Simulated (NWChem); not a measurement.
System: Si2H3O2Cl; SMILES O1[SiH2]O[SiH]1Cl

The following NWChem deck was run.

```
start job
memory heap 200 mb stack 900 mb global 1100 mb
geometry units angstroms noautoz
  Cl    -0.341354     2.142582     0.000000
  Si     0.676859     0.371544     0.000000
  O      0.154152    -0.697832    -1.193195
  Si    -0.389375    -1.783433     0.000000
  O      0.154152    -0.697832     1.193195
  H      2.122355     0.666079     0.000000
  H      0.346704    -3.072560     0.000000
  H     -1.859251    -1.988854     0.000000
end
basis spherical
  * library def2-svp
end
dft
  xc n12
  iterations 150
  mulliken
end
task dft energy
```

Geometry: optimised at PBE0/def2-SVP.

Q: What results follow from this input? (N12/def2-SVP.) Quantities: energy (Ha); highest occupied level (eV); orbital gap (eV); dipole (D).

A: 
- energy (Ha): -1191.03
- highest occupied level (eV): -7.51
- orbital gap (eV): 6.49
- dipole (D): 1.16
